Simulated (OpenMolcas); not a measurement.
# Tb4+ in cubic eightfold coordination: ligands and hosts compared

```yaml
Program: OpenMolcas
Method: CASSCF
Active_space: 7 electrons in 7 orbitals (4f)
Spin-orbit_coupling: state interaction with AMFI integrals over the reference wave functions
```

Distances were set from a Shannon-type radius of the metal (high-spin where two are listed) plus a fixed donor radius (O 1.38, Cl 1.76, F 1.31 Å). Anionic complexes are neutralised by point charges, and hosts are embedded clusters. Ligand basis ANO-RCC-VDZP. States (labels of O, the rotations of Oh). Energies in cm-1 above the lowest state or level, χT in cm3 K/mol.

```json
{"Ligand or host": "O", "R (Å)": "2.26", "Metal basis": "ANO-RCC-VDZP", "Outer charge (e at Å behind ligand)": "1.5 at 2.6", "Ground state": "8A1", "χT at 300 K": "7.841"}
{"Ligand or host": "Cl", "R (Å)": "2.64", "Metal basis": "ANO-RCC-VDZP", "Outer charge (e at Å behind ligand)": "0.5 at 2.6", "Ground state": "8A1", "χT at 300 K": "7.841"}
{"Ligand or host": "F", "R (Å)": "2.19", "Metal basis": "ANO-RCC-VTZP", "Outer charge (e at Å behind ligand)": "0.5 at 3.2", "Ground state": "8A1", "χT at 300 K": "7.843"}
```

The rows also differ in their metal basis and outer charges, so part of each step comes from that.

No quartet enters the spin-orbit mixing, so the splitting and order within the octet and the sextets are unsound, and g values and χT are rough. The oxide ions are held by bare point charges, a crude embedding (holds for O). No measured value stands beside these numbers; the geometry is a model, was not optimised and need not be the one that this ion takes.
